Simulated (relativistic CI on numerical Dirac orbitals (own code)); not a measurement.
Sc²⁺ in a cubic cluster: 1s photoemission with charge transfer

Computed with a charge-transfer multiplet model of a cubic metal-ligand cluster with up to 2 ligand holes, Slater and spin-orbit integrals from Dirac-Coulomb-Breit ions, Slater integrals scaled by 0.9. The ground state mixes d1 with configurations of k ligand holes L, whose averages lie at kΔ + k(k − 1)U_dd/2; a core hole lowers each added d electron by U_cd. 300 K, Lorentzian 1.1 eV and Gaussian 0.6 eV FWHM.

Atomic integrals in eV (Slater integrals scaled, ζ unscaled), ground: F2dd 5.299, F4dd 3.246, zeta_d 0.008; with the core hole: F2dd 5.299, F4dd 3.246, zeta_d 0.018, G2cd 0.032. Where a configuration has fewer than two d electrons, the dd integrals are those of d2.

Cluster parameters (eV): Δ = 8.4, U_dd = 5, 10Dq = 1.55, 10Dq(ligand) = 0.5, V(eg) = 1.75, V(t2g) = -0.81, final-state hopping factor = 0.8.

```csv
Case,n_d,d1,d2L,d3L2,S
U_cd = 4.3 eV,1.17,0.84,0.15,0.01,0.50
U_cd = 4.9 eV,1.17,0.84,0.15,0.01,0.50
U_cd = 6.1 eV,1.17,0.84,0.15,0.01,0.50
U_cd = 6.7 eV,1.17,0.84,0.15,0.01,0.50
U_cd = 7.3 eV,1.17,0.84,0.15,0.01,0.50
```

Weights, n_d and S are thermal averages at 300 K. Binding energies count from the first peak over 30 % of the highest in each spectrum, which can be another peak from case to case. The parameters are a model scan and need not match a compound or its usual spin state. Peaks in eV (height, largest 100):
- U_cd = 4.3 eV: 0.0 (100)
- U_cd = 4.9 eV: 0.0 (100)
- U_cd = 6.1 eV: 0.0 (100), 4.5 (5), 6.1 (9)
- U_cd = 6.7 eV: 0.0 (100), 4.2 (6), 5.9 (13)
- U_cd = 7.3 eV: 0.0 (100), 3.9 (8), 5.9 (19)

For the case U_cd = 6.1 eV, Δ = 8.4 eV is larger than U_dd = 5 eV, the Mott-Hubbard side of the Zaanen-Sawatzky-Allen scheme. With the core hole the configuration with one ligand hole lies at Δ − U_cd = 4.1, 3.5, 2.3, 1.7, 1.1 eV from the one without, in the order of the table; where this is negative the screened configuration lies lower, though the effective hopping of about 3.1 eV (from the holes of the mixed ground state) mixes the two strongly wherever it is as large as the gap.
